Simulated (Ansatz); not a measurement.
`FC(F)=[CH][AlH2]` + H₂ → `C=C(F)F` + `[AlH3]` at 600 K and 1 bar (hydrogenolysis of a C–Al bond).

Computed with Ansatz on PBE0-D4/def2-TZVP structures; ΔE is electronic, products minus reactants. CCSD(T)/CBS adds triple-zeta CCSD(T) − MP2 to the extrapolated MP2 energy (def2 sets, frozen cores). This one scheme is used for every species.

```csv
species,CCSD(T)/CBS energy (Eh),H − E (kJ/mol),S (J/(mol·K))
`FC(F)=[CH][AlH2]`,-519.46323,159.7,405.7
H₂,-1.17544,43.9,150.8
`C=C(F)F`,-276.85281,131.7,315.7
`[AlH3]`,-243.78045,74.2,242.3
```

H − E and S are ideal-gas, rigid-rotor, harmonic terms from PBE0-D4/def2-TZVP. The MP2-based limit puts H₂ 0.8 mEh under its directly extrapolated value; such offsets cancel only in part. 1 Eh = 2625.50 kJ/mol, R = 8.31446 J/(mol·K).

By hand: ΔE, ΔH, ΔS and ΔG.

ΔE = (-276.85281) + (-243.78045) − (-519.46323) − (-1.17544) = 0.00541 Eh = 14.2 kJ/mol. Δ(H − E) = 131.7 + 74.2 − 159.7 − 43.9 = 2.3, so ΔH = 16.5 kJ/mol. ΔS = 315.7 + 242.3 − 405.7 − 150.8 = 1.5 J/(mol·K). ΔG = 16.5 − 600 × (1.5)/1000 = 15.6 kJ/mol.

By hand: the equilibrium constant, and the temperature at which ΔG would vanish if ΔH and ΔS stayed fixed.

log₁₀ K = −ΔG/(RT ln 10) = -1.4. ΔG = 0 at ΔH/ΔS = 11000 K, far beyond where these terms or the molecules hold.

The number of gas molecules stays the same, so ΔS is small and ΔH decides. A doubt of 5 kJ/mol in ΔE shifts log₁₀ K by 0.4 here. These are equilibria of isolated gas molecules and say nothing of rates. Largest T1 diagnostic: 0.012 (customary marks: 0.02 for closed shells, 0.045 for open ones).
